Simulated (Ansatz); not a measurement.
`F[Si]([SiH3])(Cl)Cl` + `O[SiH2]S` → `O[SiH2]S[Si](F)(Cl)Cl` + SiH₄  (cleavage of the Si–Si bond)

Program: Ansatz. Geometries: PBE0-D4/def2-TZVP. ΔE: electronic, gas phase. CCSD(T)/CBS is the MP2 limit (def2-TZVPP, def2-QZVPP) plus CCSD(T) − MP2 in def2-TZVPP, frozen cores. This one scheme is used for every species. Functionals use def2-TZVPP. One conformer a species, not always the lowest.

```csv
species,ωB97X-V energy (Eh)
`F[Si]([SiH3])(Cl)Cl`,-1601.03649
`O[SiH2]S`,-765.31422
`O[SiH2]S[Si](F)(Cl)Cl`,-2074.53593
SiH₄,-291.84038
```

Task: Work out ΔE.

Result: ΔE = (-2074.53593) + (-291.84038) − (-1601.03649) − (-765.31422) = -0.02560 Eh = -67.2 kJ/mol. CCSD(T)/CBS gives -69.3 kJ/mol.

Largest T1 diagnostic among the species: 0.011.

From PBE to PBE0 (25 % exact exchange), in def2-TZVPP and without D4, ΔE moves by −5.1 kJ/mol. The D4 term adds −11.9 kJ/mol with B3LYP and −6.6 kJ/mol with PBE0; it sums over pairs of atoms, weighted by their polarisabilities, and B3LYP, whose exchange is more repulsive, gets the larger term.

B3LYP here is the variant with VWN-RPA as its local correlation; programs differ in this.
